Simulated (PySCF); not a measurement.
## Relaxation of singlet BiSCl

Computed with PBE0/[Bi def2-TZVP with ECP60, S def2-TZVP, Cl def2-TZVP], scalar-relativistic core potentials, density fitting, no spin–orbit coupling, PySCF. A (50,194) grid was used.

A start displaced from a saddle point along its imaginary mode, of Cs symmetry, held to at least that symmetry:

```xyz
3
charge 0 multiplicity 1, angstrom
Bi    0.0522    0.0485   -0.0717
S    -0.1831   -0.1703   -2.3912
Cl   -0.1445   -0.1344    2.6148
```

Optimiser trace:
```tsv
step	E − E(last) (kJ/mol)	largest gradient (Eh/bohr)
0	128.61	0.01243
1	99.11	0.01492
2	68.27	0.02852
3	29.85	0.03140
4	3.86	0.00559
5	0.73	0.00717
6	0.08	0.00213
7	0.00	0.00031
8	0.00	0.00007
```

It ends at Cs with Bi–Cl 2.463 Å, Bi–S 2.280 Å; Cl–Bi–S 105.1° (after a last refinement on a finer grid). The frequency run here used a shortcut that can spoil soft modes, so no verdict on minimum or saddle point is given. Other isomers or separated fragments may lie lower.

Final geometry:
```xyz
3
charge 0 multiplicity 1, angstrom
Bi    0.2543    0.2366   -0.0577
S    -0.8333   -0.7751   -1.7871
Cl   -0.7608   -0.7076    1.9784
```

With an element this heavy the missing spin–orbit coupling can shift these numbers.

The relaxation took 21 s on 2 threads of a shared Intel Xeon Platinum 8488C (Sapphire Rapids) host, with 124 basis functions and 9 gradients; the process peaked at 1.2 GiB. Launch command: `OMP_NUM_THREADS=2 python axn.py task.json out`.
